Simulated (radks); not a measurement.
Results of a calculation; reference values are marked as such.
Question: Radial electron density D(r) = 4 pi r^2 rho(r) of an atom or ion with 61 electrons. Level of theory: Dirac Kohn-Sham, BLYP, spin-unpolarised, spherical densities, finite nucleus; Fermi nuclear charge, rms radius of each element as measured or else 0.836 A^(1/3) + 0.57 fm (a radial shooting solver on a logarithmic mesh with Libxc functionals).

r (bohr)  D(r) (e/bohr)
0.0011            4.292
0.001491          7.034
0.00202           11.33
0.002738          17.82
0.003711          27.17
0.005069          40.05
0.00687           55.16
0.009311          70.38
0.01262           81.42
0.0171            83.94
0.02318           78.36
0.03141           74.10
0.04257           83.61
0.0577            103.0
0.07819           106.7
0.1068            87.35
0.1448            83.43
0.1962            95.40
0.2659            71.48
0.3604            39.44
0.4884            43.67
0.6619            38.54
0.8971            19.41
1.216             11.29
1.648             6.962
2.233             2.693
3.051            0.9352
4.135            0.4565
5.604            0.1371
7.595           0.01521
10.29         0.0004650

What is the nuclear charge?

Answer: Z = 62. The innermost maximum, from 1s, lies near gamma/Z bohr with gamma = sqrt(1 - (Z/c)^2) = 0.892, here 0.0144 bohr (found: 0.0159), and its height grows with Z. The density is that of the samarium ion Sm+ in [Xe] 4f5.5 6s1.5; the configuration itself is not fixed sharply by these data, and Z only to a few units. D(r) has 4 maxima, at r = 0.0159, 0.0699, 0.196, 0.542 bohr, and minima at 0.0307, 0.129, 0.390 bohr, inside which lie 2.02, 11.22, 29.23 electrons.
